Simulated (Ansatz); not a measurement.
# Nudged elastic band run: AsBH6Si

Input:

```yaml
crystal:
  periodic: [false, false, false]
  atoms:
    - { symbol: Si, position_ang: [-0.666854, 1.04255, -0.860199] }
    - { symbol: B, position_ang: [0.382507, -0.60168, -0.356886] }
    - { symbol: As, position_ang: [0.208303, -1.491639, 1.403324] }
    - { symbol: H, position_ang: [-1.515034, 0.825882, -2.090499] }
    - { symbol: H, position_ang: [0.325324, 2.133998, -1.194991] }
    - { symbol: H, position_ang: [-1.56004, 1.559937, 0.239233] }
    - { symbol: H, position_ang: [1.028365, -1.195407, -1.201625] }
    - { symbol: H, position_ang: [1.633031, -1.963142, 1.691474] }
    - { symbol: H, position_ang: [0.164406, -0.31049, 2.37016] }
basis:
  gaussian: { orbitals: def2-SVP }
hamiltonian:
  xc: pbe
neb:
  order_check: false
  images: 7
  f_tol: 0.05
  max_iterations: 60
  final_atoms:
    - { symbol: Si, position_ang: [-1.0476942, 0.30555881, -0.29845052] }
    - { symbol: B, position_ang: [1.03041987, 0.14438782, 0.37998865] }
    - { symbol: As, position_ang: [-0.33362842, -1.34358764, 1.13362976] }
    - { symbol: H, position_ang: [-1.36887889, 0.02006707, -1.73355847] }
    - { symbol: H, position_ang: [0.46684582, 0.98020351, -0.54217088] }
    - { symbol: H, position_ang: [-1.74628357, 1.51968336, 0.23013486] }
    - { symbol: H, position_ang: [1.90626032, -0.30743975, -0.33052439] }
    - { symbol: H, position_ang: [-0.19163481, -2.26790698, -0.09616437] }
    - { symbol: H, position_ang: [1.28460187, 0.9490428, 1.25710637] }
  initial_path:
    images:
      - { positions_ang: [[-0.666854, 1.04255, -0.860199], [0.382507, -0.60168, -0.356886], [0.208303, -1.491639, 1.403324], [-1.515034, 0.825882, -2.090499], [0.325324, 2.133998, -1.194991], [-1.56004, 1.559937, 0.239233], [1.028365, -1.195407, -1.201625], [1.633031, -1.963142, 1.691474], [0.164406, -0.31049, 2.37016]] }
      - { positions_ang: [[-0.65655983, 1.02685193, -0.84363184], [0.4385658, -0.51444047, -0.24208961], [0.15263847, -1.51367362, 1.43227005], [-1.5567392, 0.68376558, -1.95055713], [0.23861623, 2.07415534, -1.34024305], [-1.50368955, 1.63234569, 0.22078636], [1.208926, -0.96000083, -0.94326038], [1.43569707, -2.14217023, 1.50259486], [0.24255301, -0.28682439, 2.16412175]] }
      - { positions_ang: [[-0.64626566, 1.01115387, -0.82706469], [0.4946246, -0.42720094, -0.12729322], [0.09697394, -1.53570824, 1.4612161], [-1.5984444, 0.54164916, -1.81061527], [0.15190846, 2.01431268, -1.4854951], [-1.4473391, 1.70475437, 0.20233972], [1.389487, -0.72459465, -0.68489577], [1.23836314, -2.32119847, 1.31371572], [0.32070001, -0.26315878, 1.95808351]] }
      - { positions_ang: [[-0.63597148, 0.9954558, -0.81049753], [0.5506834, -0.33996141, -0.01249683], [0.04130941, -1.55774286, 1.49016215], [-1.64014959, 0.39953273, -1.6706734], [0.06520069, 1.95447003, -1.63074715], [-1.39098865, 1.77716306, 0.18389308], [1.570048, -0.48918848, -0.42653115], [1.04102921, -2.5002267, 1.12483658], [0.39884702, -0.23949317, 1.75204526]] }
      - { positions_ang: [[-0.62567731, 0.97975773, -0.79393037], [0.6067422, -0.25272188, 0.10229956], [-0.01435513, -1.57977748, 1.5191082], [-1.68185479, 0.25741631, -1.53073154], [-0.02150708, 1.89462737, -1.77599921], [-1.3346382, 1.84957175, 0.16544644], [1.750609, -0.25378231, -0.16816654], [0.84369528, -2.67925493, 0.93595743], [0.47699403, -0.21582756, 1.54600702]] }
      - { positions_ang: [[-0.73118153, 0.811208, -0.67006041], [0.71266162, -0.15344445, 0.17172184], [-0.09417345, -1.52073002, 1.42273859], [-1.60361082, 0.198079, -1.58143827], [0.10058114, 1.6660214, -1.46754212], [-1.43754954, 1.76709965, 0.18161854], [1.78952183, -0.26719667, -0.208756], [0.58486276, -2.57641794, 0.67792698], [0.67889599, 0.07539003, 1.47378186]] }
      - { positions_ang: [[-0.83668576, 0.64265827, -0.54619045], [0.81858104, -0.05416703, 0.24114411], [-0.17399177, -1.46168256, 1.32636898], [-1.52536684, 0.13874169, -1.63214501], [0.22266937, 1.43741544, -1.15908504], [-1.54046089, 1.68462755, 0.19779065], [1.82843466, -0.28061103, -0.24934546], [0.32603024, -2.47358096, 0.41989653], [0.88079795, 0.36660762, 1.4015567]] }
      - { positions_ang: [[-0.94218998, 0.47410854, -0.42232048], [0.92450045, 0.0451104, 0.31056638], [-0.25381009, -1.4026351, 1.22999937], [-1.44712287, 0.07940438, -1.68285174], [0.3447576, 1.20880947, -0.85062796], [-1.64337223, 1.60215546, 0.21396275], [1.86734749, -0.29402539, -0.28993493], [0.06719772, -2.37074397, 0.16186608], [1.08269991, 0.65782521, 1.32933153]] }
      - { positions_ang: [[-1.0476942, 0.30555881, -0.29845052], [1.03041987, 0.14438782, 0.37998865], [-0.33362842, -1.34358764, 1.13362976], [-1.36887889, 0.02006707, -1.73355847], [0.46684582, 0.98020351, -0.54217088], [-1.74628357, 1.51968336, 0.23013486], [1.90626032, -0.30743975, -0.33052439], [-0.19163481, -2.26790698, -0.09616437], [1.28460187, 0.9490428, 1.25710637]] }
```

Launched with:

```bash
$ ansatz run input.yaml --threads 2 --pin off --max-ram 3072MiB --backend cpu --events-out ev --progress --plain --runs-dir out
```

Output, in part (warnings, iteration lines, the closing report on the highest movable image, with atoms numbered from 0):

```
NEB end point (image 0): max|allowed force component| = 1.196e-2 eV/Å (the criterion of neb.relax_end_points is 1.000e-2)
NEB end point (image 8): max|allowed force component| = 1.431e-2 eV/Å (the criterion of neb.relax_end_points is 1.000e-2)
NEB iter   1: max|band force component| = 4.552e0 eV/Å  barrier→ = 2.2464 eV  barrier← = 2.9414 eV  Δτ_max = 0.2000 Å  (276 SCF iters)
NEB iter   2: max|band force component| = 2.047e0 eV/Å  barrier→ = 1.1911 eV  barrier← = 1.8861 eV  Δτ_max = 0.1943 Å  (225 SCF iters)
NEB iter   3: max|band force component| = 8.090e-1 eV/Å  barrier→ = 0.9242 eV  barrier← = 1.6192 eV  Δτ_max = 0.2000 Å  (206 SCF iters)
NEB iter   4: max|band force component| = 7.115e-1 eV/Å  barrier→ = 0.8037 eV  barrier← = 1.4986 eV  Δτ_max = 0.1510 Å  (200 SCF iters)
NEB iter   5: max|band force component| = 5.743e-1 eV/Å  barrier→ = 0.8179 eV  barrier← = 1.5128 eV  Δτ_max = 0.1741 Å  (191 SCF iters)
NEB iter   6: max|band force component| = 4.392e-1 eV/Å  barrier→ = 0.7162 eV  barrier← = 1.4111 eV  CI = image 4  Δτ_max = 0.2000 Å  (190 SCF iters)
NEB iter   7: max|band force component| = 4.521e-1 eV/Å  barrier→ = 0.6607 eV  barrier← = 1.3557 eV  CI = image 4  Δτ_max = 0.2000 Å  (188 SCF iters)
NEB iter   8: max|band force component| = 3.654e-1 eV/Å  barrier→ = 0.6322 eV  barrier← = 1.3271 eV  CI = image 4  Δτ_max = 0.0891 Å  (189 SCF iters)
NEB iter   9: max|band force component| = 1.814e-1 eV/Å  barrier→ = 0.6176 eV  barrier← = 1.3125 eV  CI = image 4  Δτ_max = 0.1017 Å  (197 SCF iters)
NEB iter  10: max|band force component| = 1.110e-1 eV/Å  barrier→ = 0.6127 eV  barrier← = 1.3076 eV  CI = image 4  Δτ_max = 0.0560 Å  (195 SCF iters)
NEB iter  11: max|band force component| = 9.446e-2 eV/Å  barrier→ = 0.6111 eV  barrier← = 1.3060 eV  CI = image 4  Δτ_max = 0.0274 Å  (197 SCF iters)
NEB iter  12: max|band force component| = 3.895e-2 eV/Å  barrier→ = 0.6104 eV  barrier← = 1.3054 eV  CI = image 4  Δτ_max = 0.0000 Å  (378 SCF iters)
Total energy: -69465.97458139 eV, -2552.8274801374 hartree
Atom 0 at    -0.647072     0.988129    -0.705931 Å, force    -0.003369     0.003363    -0.012502 eV/Å
Atom 1 at     0.559789    -0.464087     0.094567 Å, force     0.007090     0.000447    -0.022920 eV/Å
Atom 2 at    -0.063194    -1.510861     1.604509 Å, force     0.009185    -0.007285    -0.011681 eV/Å
Atom 3 at    -1.291749     0.429792    -1.954187 Å, force     0.004042     0.001840     0.009464 eV/Å
Atom 4 at     0.154557     2.198314    -1.101254 Å, force    -0.003612     0.007995    -0.004877 eV/Å
Atom 5 at    -1.731453     1.428823     0.242736 Å, force    -0.001252    -0.004255    -0.000350 eV/Å
Atom 6 at     1.497421    -0.758815    -0.617583 Å, force    -0.013283    -0.011492     0.009098 eV/Å
Atom 7 at     0.860742    -2.750618     1.445016 Å, force    -0.003509    -0.002242     0.009019 eV/Å
Atom 8 at     0.660967     0.439332     0.992119 Å, force     0.004709     0.011629     0.024748 eV/Å
Dipole moment:    -0.011982    -0.107290     0.134339 e Å
```

The forces met the threshold. A vibrational analysis at the climbing image gives one clearly imaginary mode, 500i cm⁻¹: a first-order saddle point. The orbitals stay closed-shell, which can raise the energy where a bond breaks towards radicals; this wasn't checked here.

Final band (atoms are numbered from 1 in the order of the input):

```tsv
image	path coordinate (Å)	energy (kcal/mol)	As3–H9 (Å)	Si1–As3 (Å)	B2–H9 (Å)
0	0.00	0.0	1.53	3.51	2.75
1	0.68	1.8	1.53	3.46	2.56
2	1.37	5.3	1.57	3.45	2.09
3	2.05	6.6	1.72	3.43	1.44
4	2.73	14.1	2.17	3.45	1.28
5	3.62	11.1	2.57	3.25	1.25
6	4.51	5.3	2.67	2.82	1.23
7	5.41	-6.4	2.74	2.47	1.21
8	6.30	-16.0	2.81	2.30	1.22
```

The run took 88 s on 2 threads of AMD EPYC 7R13 Processor (Zen 3), with other jobs on the host, peak memory 0.16 GiB.
